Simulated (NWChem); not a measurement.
System: C₃H₉Sb; SMILES [CH3][Sb]([CH3])[CH3]

Computed with NWChem. Geometry: optimised at PBE-D3(BJ)/def2-SVP. No frequency run checked for a minimum. def2 effective core potentials on Sb; no spin-orbit coupling. Vertical excitations in the gas phase; the lowest state need not have the same character in each row.

| level | lowest excitation, singlet (eV) | orbital gap (eV) |
|---|---|---|
| PBE/def2-SVP, TDA | 5.82 | 5.15 |
| B3LYP/def2-SVP, TDA | 5.98 | 6.52 |
| PBE0/def2-SVP, TDA | 6.06 | 6.93 |
| BHandHLYP/def2-SVP, TDA | … | … |

### Question
Some entries are withheld; supply them.

### Answer

- BHandHLYP/def2-SVP, TDA, lowest excitation, singlet (eV): 6.22
- BHandHLYP/def2-SVP, TDA, orbital gap (eV): 8.62
